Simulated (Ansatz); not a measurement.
Consider the cleavage of the Si–B bond: `F[B]([AlH2])[SiH3]` + `[OH][Cd][F]` → `[F][Cd][O][SiH3]` + `F[BH][AlH2]`.

Program: Ansatz. Geometries: PBE0-D4/def2-TZVP. ΔE: electronic, gas phase. CCSD(T)/CBS adds triple-zeta CCSD(T) − MP2 to the extrapolated MP2 energy (def2 sets, frozen cores). DFT in def2-TZVPP. HSE06 is defined as in plane-wave codes. def2 core potentials past Kr. For Cd outer-core shells are correlated without core-valence functions, which leaves a few kJ/mol of doubt a bond. One conformer a species, not always the lowest.

`F[B]([AlH2])[SiH3]`:

```xyz
9

F    -1.062    1.546   -1.107
B    -0.498    0.587   -0.375
Al   -1.666   -0.442    1.138
Si    1.467    0.129   -0.733
H    -1.711    0.098    2.635
H    -2.429   -1.798    0.800
H     1.524   -1.284   -1.211
H     2.175    0.998   -1.714
H     2.201    0.168    0.567
```

`[OH][Cd][F]`:

Cartesian coordinates in Å:
```
O -1.231 -0.575 -0.241
Cd 0.398 0.469 0.014
F 1.944 1.602 0.224
H -1.112 -1.496 0.003
```

`[F][Cd][O][SiH3]`:

```xyz
7

F     2.469    1.140    2.865
Cd    1.552    0.443    1.324
O     0.711   -0.299   -0.264
Si   -0.813   -0.314   -0.837
H    -1.307    1.062   -1.138
H    -1.768   -0.918    0.139
H    -0.844   -1.115   -2.089
```

`F[BH][AlH2]`:

Cartesian coordinates in Å:
```
F 0.535 1.560 1.343
B 0.646 0.328 0.859
Al -0.584 -0.328 -0.792
H 1.475 -0.352 1.421
H -0.086 -0.172 -2.296
H -1.987 -1.036 -0.536
```

```
             level  ΔE (eV)
            revPBE    -1.01
           r2SCAN0    -1.31
             HSE06    -1.15
RPA@PBE/def2-TZVPP    -1.36
       HF/def2-SVP    -1.64
      MP2/def2-SVP    -1.46
     HF/def2-TZVPP    -1.69
     HF/def2-QZVPP    -1.70
```

Q: What does CCSD(T)/CBS give? (An estimate is asked.)

A: The calculation gave: -1.32 eV. The listed levels differ from it by 0.31, 0.01, 0.17, -0.04, -0.32, -0.14, -0.37, -0.38 eV.

Largest T1 diagnostic among the species: 0.017.

From PBE to PBE0 (25 % exact exchange), in def2-TZVPP and without D4, ΔE moves by −0.15 eV. In def2-TZVPP, CCSD(T) changes the Hartree–Fock value by +0.33 eV (the triples alone add +0.04 eV) and MP2 by +0.24 eV.
